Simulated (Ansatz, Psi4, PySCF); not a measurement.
CH$_{2}$N (SMILES C#[NH+]), charge +1, singlet, at a GFN2-xTB geometry. Base run: B97M-V/def2-SVPD run with PySCF.

Here is a job for PySCF.
```python
from pyscf import gto, scf, dft

mol = gto.Mole()
mol.atom = '''
    C    -0.000000   -0.000000   -0.600338
    N     0.000000    0.000000    0.532669
    H    -0.000000   -0.000000   -1.674892
    H     0.000000    0.000000    1.548235
'''
mol.basis = 'def2-svpd'
mol.charge = 1
mol.spin = 0
mol.verbose = 4
mol.build()

mf = dft.RKS(mol)
mf.xc = 'b97m_v'
mf.kernel()
```

The same geometry, method and basis name were run in Ansatz (a first-principles code) and Psi4 and PySCF, at each program's defaults and at the settings that a row names. The base is PySCF at its defaults. Differences at the defaults can come from grids, fitting, cores and function types together.

```csv
code and settings,ΔE vs base (mEh),basis functions,E (Eh),SCF cycles
"PySCF, defaults (exact integrals, its default grid, spherical functions)",0.000,56,-93.61994,8
"Psi4, defaults (density fitting with its default set, its default grid, spherical functions)",-0.023,56,-93.61997,7
"Ansatz, defaults (factorised integrals, its default grid, spherical functions)",0.002,56,-93.61994,-
"PySCF, density fitting with def2-universal-jkfit",-0.023,56,-93.61997,8
"PySCF, fine grid",0.001,56,-93.61994,8
"Psi4, exact integrals, spherical functions, fine grid",0.001,56,-93.61994,10
"Ansatz, high accuracy",0.001,56,-93.61994,-
```
